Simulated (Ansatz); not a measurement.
Consider the cleavage of the Si–B bond: `CB(N)[SiH3]` + `OCS[SiH3]` → `[SiH3]OCS[SiH3]` + `CBN`.

Calculated with Ansatz (gas phase, PBE0-D4/def2-TZVP geometries, no zero-point term in ΔE). CBS: MP2 limit from def2 TZ/QZ plus the TZ coupled-cluster correction, frozen cores. Functionals use def2-TZVPP. Each species was taken in one conformer, which may not be the lowest.

Problem. Is it downhill or uphill in electronic energy at CCSD(T)/CBS, and by how much? (Best estimate.)

Solution. Computed: Downhill: ΔE = -99.4 kJ/mol.

Problem. What do these levels give: LDA (SPW92), PBE-D4, revPBE-D4, ωB97X-V, revPBE, r2SCAN, PBE0, r2SCAN0, HF/def2-SVP, MP2/def2-TZVPP, CCSD/def2-TZVPP, MP2/def2-QZVPP? (Estimate.)

Solution. Ansatz gave: LDA (SPW92) -76.3, PBE-D4 -75.8, revPBE-D4 -76.6, ωB97X-V -98.5, revPBE -73.7, r2SCAN -91.9, PBE0 -82.9, r2SCAN0 -95.7, HF/def2-SVP -112.1, MP2/def2-TZVPP -107.4, CCSD/def2-TZVPP -103.1, MP2/def2-QZVPP -107.9 kJ/mol.

Problem. What do rigid-rotor, harmonic-oscillator terms from PBE0-D4/def2-TZVP frequencies (298.15 K, 1 bar) make of the CCSD(T)/CBS value? (Best estimate.)

Solution. The calculation gave: ΔZPE = -2.4 kJ/mol, ΔH = -102.4 kJ/mol, ΔS = 0 J/(mol·K), ΔG = -102.2 kJ/mol. Modes under 50 cm⁻¹ make the entropy rough.

Largest T1 diagnostic among the species: 0.013.

Leaving LDA and LC-ωPBE aside and taking each functional with its dispersion term where it has one, the values, not all of them listed here, spread over 36.0 kJ/mol, from BHLYP-D4 to PBE-D4. From BLYP to BHLYP (50 % exact exchange), in def2-TZVPP and without D4, ΔE moves by −16.8 kJ/mol.
